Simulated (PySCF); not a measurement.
# One molecule, several mistakes: CFH5Si2

Calculated results; nothing here was measured. They come from PySCF 2.14.0, an open-source quantum chemistry program, on an isolated molecule that a program drew, which may never have been made. The molecule is CFH5Si2 (charge 0, singlet), drawn as the SMILES string `F[SiH]=C[SiH3]`.

Each row is a Hartree-Fock (HF) and frozen-core CCSD(T) single point in the cc-pV(D+d)Z basis, meant for a local HF minimum. Run 1 is clean. Each other run has one planted mistake out of seven kinds, and not every kind appears here: one electron removed, one electron added, multiplicity raised by two, geometry at a saddle point, minimal basis STO-3G, one bond length entered in bohr, all coordinates scaled. The reference is restricted for singlets and unrestricted otherwise, and also for a bond in bohr. Adding or removing an electron swaps singlet and doublet. Electrons count all cores. HOMO and LUMO are orbital energies over both spins, the gradient is its largest component, and the lowest frequency (negative if imaginary) is given only where the gradient is small. Bond lengths are over the 8 bonds as drawn. T1 is the CCSD diagnostic: over 0.02 (restricted) or 0.045 (unrestricted) a single reference is doubtful.

Geometry of the clean run:
```xyz
9
CFH5Si2, angstrom
F    -2.4526   -1.2817    0.3414
Si   -1.4891   -0.0265    0.0984
C    -0.3894    0.1024   -1.1627
Si    0.6984    1.5831   -1.3870
H    -1.7535    0.9443    1.1567
H    -0.3096   -0.7136   -1.8766
H     0.4642    2.2531   -2.6900
H     0.4143    2.5602   -0.3044
H     2.1382    1.2302   -1.3274
```

```
run,electrons,basis functions,<S^2>,HOMO (eV),LUMO (eV),gradient (hartree/bohr),lowest frequency (cm^-1),mean bond (Å),longest bond (Å),T1,HF (hartree),CCSD(T) (hartree),mistake
1,48,99,0.000,-9.12,2.38,3.3e-05,142,1.5163,1.851,0.0137,-718.09925,-718.67992,no fault
2,48,33,0.000,-5.78,7.45,2.9e-02,-,1.5163,1.851,0.0146,-709.48531,-709.70803,minimal basis STO-3G
3,49,99,0.769,0.91,8.55,5.3e-02,-,1.5163,1.851,0.0142,-718.03803,-718.62727,one electron added
4,48,99,2.031,-5.74,0.12,1.1e-01,-,1.5163,1.851,0.0151,-717.99891,-718.54636,?
```

**Which mistake was planted in run 4, and what did it cost?**

Electrons, basis and geometry are unchanged, and <S^2> is 2.031, beside S(S+1) = 2.00 for a multiplicity of 3. So the mistake is: multiplicity raised by two. Subtracting run 1 and multiplying by 627.51 kcal/mol a hartree, the energy moved by 63.0 kcal/mol in HF and 83.8 kcal/mol in CCSD(T).

Cautions from the logs. Run 3: the HOMO is above zero, so the electron isn't bound and the energy depends on the basis.
